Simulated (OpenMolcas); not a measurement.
## Pd5+ in a point-charge field

Pd5+ among 6 point charges of -1.5 e arranged as a tetragonal octahedron (D4h), 2.08 Å from the ion, with the axial distance 2.122 Å.
```
   2.0800    0.0000    0.0000  -1.50
   0.0000    2.0800    0.0000  -1.50
  -2.0800    0.0000    0.0000  -1.50
   0.0000   -2.0800    0.0000  -1.50
   0.0000    0.0000    2.1216  -1.50
   0.0000    0.0000   -2.1216  -1.50
```

```
Program             : OpenMolcas
Method              : SS-CASPT2, IPEA 0.25 Eh, imaginary shift 0.1 Eh (closed shells correlated: 4s 4p)
Basis               : ANO-RCC-VDZP [6s5p3d1f]
Scalar Hamiltonian  : DKH2, point nucleus
Active space        : 5 electrons in 5 orbitals (4d)
State averaging     : 2S+1 = 6 even, 1 root; 2S+1 = 4 even, 24 roots; 2S+1 = 2 even, 75 roots
Spin-orbit coupling : RASSI with atomic mean-field integrals over the reference wave functions
```

The lowest spin-free states (labels of D4, the rotations of D4h), above the lowest:

```
State  Degeneracy  E (cm-1)  Free-ion L (%)
  6A1           1         0         S (100)
  4A2           1     30310          G (86)
   4E           2     30320          G (87)
   4E           2     30930          G (99)
  4B2           1     31010         G (100)
  4B1           1     31170         G (100)
  4A1           1     31260         G (100)
  4A1           1     31300         G (100)
   4E           2     36610          P (77)
  4B2           1     36850          D (99)
   4E           2     36880          D (86)
  4A2           1     36900          P (86)
  4B1           1     37120         D (100)
  4A1           1     37370         D (100)
  2B2           1     44430          I (85)
   2E           2     44490          I (86)
  2B1           1     44840          I (91)
  2B2           1     44910          I (95)
  2A2           1     45070          I (93)
   2E           2     45110          I (94)
```

The lowest levels with spin-orbit coupling:

```tsv
E (cm-1)	Degeneracy	Label	2S+1	g
0	2	E3/2	6	2.62 2.62 8.46
0	2	E3/2	6	2.62 2.62 4.47
1	2	E1/2	6	2.00 5.99 5.99
29260	2	E3/2	4	2.06 2.14 2.14
29850	2	E1/2	4	1.62 1.62 3.35
29950	2	E3/2	4	0.61 1.81 1.81
30080	2	E1/2	4	0.41 1.68 1.68
30100	2	E3/2	4	1.44 1.44 2.98
30370	2	E3/2	4	1.75 1.75 2.76
30520	2	E1/2	4	1.36 1.36 1.54
30740	2	E3/2	4	0.71 3.93 3.93
30740	2	E1/2	4	1.16 1.16 4.45
31050	2	E3/2	4	2.41 3.09 3.09
31080	2	E1/2	4	0.43 3.48 3.48
31100	2	E1/2	4	2.39 5.11 5.11
31150	2	E3/2	4	0.84 0.84 1.03
31170	2	E3/2	4	1.61 4.15 4.15
31190	2	E1/2	4	0.88 3.28 3.28
31340	2	E1/2	4	1.36 1.36 1.59
31430	2	E3/2	4	0.90 0.90 4.45
```

Powder χT (cm3 K/mol): 4.34 at 2 K, 4.36 at 10 K, 4.36 at 50 K, 4.36 at 100 K, 4.36 at 200 K, 4.36 at 300 K. The effective moment at 300 K is 2.828 √(χT) = 5.90 μB.

The lowest level has 2S+1 = 6, for which the spin-only value is χT = S(S+1) / 2 = 4.375 cm3 K/mol (g = 2). The computed 4.357 at 300 K differs by -0.018, through a little spin-orbit mixing out of the ground term, against the free-electron g of 2.0023, which raises it.

Point charges give a weaker field than real ligands, and real ions of this kind are as a rule low spin; the high spin found here belongs to the model. Free-ion shares, where given, are those of the reference states; single-state CASPT2 does not remix them. This is an electrostatic model: the charges have no orbitals. No measured value stands beside these numbers.
